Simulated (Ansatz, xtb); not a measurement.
**C5H3FO2Se: which of two isomers lies lower**

Structure I: `O=C(O)c1[se]ccc1F`, a singlet. Structure II: `O=C(O)c1c[se]cc1F`, a singlet. Both are isolated molecules in the gas phase, relaxed with PBE0-D3(BJ)/def2-SVP; the shapes shown needn't be the lowest conformers.

I (Å):

```
atom    x (Å)   y (Å)    z (Å)
   C  -1.6928  0.9998   0.5549
   C  -0.7465  1.1015  -0.5568
   C   0.5128  1.1972  -2.7946
   C   1.3134  1.3899  -1.7034
   C   0.6083  1.3353  -0.4713
   F   1.2425  1.5026   0.6700
   O  -1.4193  1.1081   1.7217
   O  -2.9436  0.7640   0.1162
  Se  -1.2569  0.9213  -2.3421
   H  -3.5060  0.7104   0.9032
   H   0.8291  1.1959  -3.8375
   H   2.3884  1.5694  -1.7486
```

II (Å):

```xyz
12

C    -1.3363    0.6235    0.3562
C    -0.4822    1.0906   -0.7555
C    -0.7812    0.8794   -2.0786
C     1.4082    2.1668   -1.7034
C     0.7466    1.8126   -0.5660
F     1.2014    2.1112    0.6357
O    -1.1121    0.7881    1.5263
O    -2.4259   -0.0258   -0.0882
Se    0.4894    1.5892   -3.2059
H    -2.9190   -0.2910    0.7026
H    -1.6589    0.3571   -2.4549
H     2.3476    2.7131   -1.7592
```

Quicker runs give these differences E(II) − E(I): GFN2-xTB +14.56 kJ/mol; HF/STO-3G −2.14 kJ/mol (at GFN2-xTB geometries); r2SCAN-D4/def2-SVP +5.46 kJ/mol (at GFN2-xTB geometries).

Question: Which of the two would you expect CCSD(T)/def2-SVP + ΔMP2/def2-TZVPP electronic energies to favour?

Answer: Too close to call at this level: CCSD(T)/def2-SVP + ΔMP2/def2-TZVPP gives E(II) − E(I) = +5.20 kJ/mol.

Level by level:

| level | geometry | E(II) − E(I) (kJ/mol) | departure from the last row (kJ/mol) | job, with rough time for the two |
| --- | --- | --- | --- | --- |
| GFN2-xTB | GFN2-xTB | +14.56 | +9.35 | optimisation, 0.19 s |
| HF/STO-3G | GFN2-xTB | −2.14 | −7.34 | single point, 0.78 s |
| r2SCAN-D4/def2-SVP | GFN2-xTB | +5.46 | +0.25 | single point, 6.6 s |
| PBE0-D3(BJ)/def2-SVP | PBE0-D3(BJ)/def2-SVP | +7.92 | +2.72 | optimisation, 52 s |
| HF/def2-SVP | PBE0-D3(BJ)/def2-SVP | +4.97 | −0.24 | part of the CCSD(T) run |
| MP2/def2-SVP | PBE0-D3(BJ)/def2-SVP | +6.56 | +1.36 | part of the CCSD(T) run |
| CCSD(T)/def2-SVP | PBE0-D3(BJ)/def2-SVP | +5.20 | −0.01 | single point |
| CCSD(T)/def2-SVP + ΔMP2/def2-TZVPP | PBE0-D3(BJ)/def2-SVP | +5.20 |  | single point, 4.1 min |

As drawn, both hold the same kinds of bond in the same numbers.

HF/STO-3G puts the two in the other order. The largest departure from CCSD(T)/def2-SVP + ΔMP2/def2-TZVPP is that of GFN2-xTB, 9.35 kJ/mol. The last row adds to CCSD(T) the change of the MP2 difference between the two basis sets, here +0.01 kJ/mol.

With thermal terms from frequencies at re-optimised GFN2-xTB minima (ideal gas, soft modes damped towards free rotors, one conformer each, 298.15 K, 1 atm): on the last row, ΔE + ΔZPE = +4.77, ΔH = +4.70, ΔG = +4.91 kJ/mol.

The correlated steps freeze 17 core orbitals; the filled d shell of Se is correlated, in a basis made for valence electrons. Codes used: Ansatz 0.2.0, xtb 6.7.1; the last row on 4 threads of Arm Neoverse V1 on a shared host.
